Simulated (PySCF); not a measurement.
CuI (SMILES [Cu][I]), singlet, at a GFN2-xTB geometry (such geometries of metal compounds can be far from the true shape) (core potentials on I). Base run: PBE0/def2-SVP (PySCF).

Here is a job for PySCF.
```python
from pyscf import gto, scf, dft, solvent

mol = gto.Mole()
mol.atom = '''
    Cu   -0.00000000   -0.00000000   -1.55408005
    I     0.00000000    0.00000000    0.85034569
'''
mol.basis = 'def2-svp'
mol.ecp = {'I': 'def2-svp'}
mol.verbose = 4
mol.build()

mf = dft.RKS(mol)
mf.xc = 'pbe0'
mf.kernel()
mf.analyze()
```

Base: dipole (D) 5.23; HOMO-LUMO gap (eV) 3.91.

A changed run: ΔE vs base (kJ/mol) -79.9; dipole (D) 7.95; HOMO-LUMO gap (eV) 5.25.

**Question.** Which change was made?
A) model = IEF-PCM; solvent = dimethylsulfoxide; vdw_scale = 1.1
B) model = C-PCM; solvent = dimethylsulfoxide
C) model = IEF-PCM; solvent = dimethylsulfoxide; vdw_scale = 1.4
D) model = IEF-PCM; solvent = n-hexane
E) model = ddCOSMO; solvent = dimethylsulfoxide

**Answer.** B, model = C-PCM; solvent = dimethylsulfoxide

The base is the gas phase, so ΔE is the electrostatic part of solvation at a fixed geometry, without cavity and dispersion terms.
